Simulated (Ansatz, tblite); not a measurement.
Removing and adding an electron: Si₃Ge₃ (the lowest singlet isomer of a short search). The state is a singlet with charge 0. Geometry: PBE0-D4/def2-SVP. Ansatz, gas phase; energy differences of separate SCF runs; the oxidised species was run as a doublet alone; the reduced species was run as a doublet alone.

Cartesian coordinates in Å:
```
Si 1.6785 -0.9171 0.0454
Si -0.0881 -0.9569 -1.6571
Si 0.5104 1.1094 -0.5573
Ge -0.7356 -0.9985 0.7814
Ge -1.8909 0.8611 -0.4646
Ge 0.5258 0.9021 1.8522
```

The xTB rows come from tblite. B3LYP takes the VWN-RPA correlation. Correlated methods freeze 42 core orbitals; core or outer-core shells of Ge are correlated, in sets that lack core-valence functions. The rows differ in basis, and correlated rows in double-zeta sets carry the largest basis error. HOMO above LUMO, or a gap near zero within one spin, warns that the state may not be the lowest or that an electron is smeared out. The structure comes from a short search, and lower isomers may exist.

```csv
level,−HOMO (eV),vertical IE (eV),−LUMO (eV),vertical EA (eV),HOMO–LUMO gap (eV),IE − EA (eV),remarks
GFN1-xTB,9.45,11.27,8.34,–,1.10,–,–
PBE-D4/def2-TZVPD,5.49,–,3.37,1.32,2.12,–,"HOMO above zero (-1 doublet), gap within one spin near zero (-1 doublet), restricted SCF unstable in HF (singlet)"
B3LYP-D4/def2-TZVP,6.09,7.81,2.83,–,3.26,–,restricted SCF unstable in HF (singlet)
B3LYP-D4/def2-TZVPD,6.10,–,2.85,1.31,3.26,–,"HOMO above zero (-1 doublet), restricted SCF unstable in HF (singlet)"
PBE0-D4/def2-TZVPD,6.32,–,2.76,1.36,3.56,–,"HOMO above zero (-1 doublet), restricted SCF unstable in HF (singlet)"
```

Estimate the rows for GFN2-xTB, PBE-D4/def2-TZVP, PBE0-D4/def2-TZVP, CCSD/def2-SVP, CCSD(T)/def2-SVP.


| level | −HOMO (eV) | vertical IE (eV) | −LUMO (eV) | vertical EA (eV) | HOMO–LUMO gap (eV) | IE − EA (eV) | remarks |
| --- | --- | --- | --- | --- | --- | --- | --- |
| GFN2-xTB | 6.68 | 9.43 | 5.33 | 2.69 | 1.35 | 6.74 | – |
| PBE-D4/def2-TZVP | 5.47 | 7.71 | 3.35 | – | 2.12 | – | gap within one spin near zero (+1 doublet) |
| PBE0-D4/def2-TZVP | 6.32 | 7.87 | 2.76 | – | 3.56 | – | restricted SCF unstable in HF (singlet) |
| CCSD/def2-SVP | – | 7.86 | – | – | – | – | restricted SCF unstable (singlet), spin-contaminated (⟨S²⟩ 1.05) (+1 doublet) |
| CCSD(T)/def2-SVP | – | 7.85 | – | – | – | – | restricted SCF unstable (singlet), spin-contaminated (⟨S²⟩ 1.05) (+1 doublet) |

Run but left out: HF/def2-SVP (singlet: restricted singlet, unstable towards broken spin symmetry); MP2/def2-SVP (charge +1 doublet: ⟨S²⟩ 1.05, where a pure state has 0.75).   A HOMO above zero means that the electron is unbound at that level or that self-interaction error raises the level; the energy of removing that electron tells which. Raw xTB energy differences between charge states are shifted by several eV; the methods need an empirical correction for them.
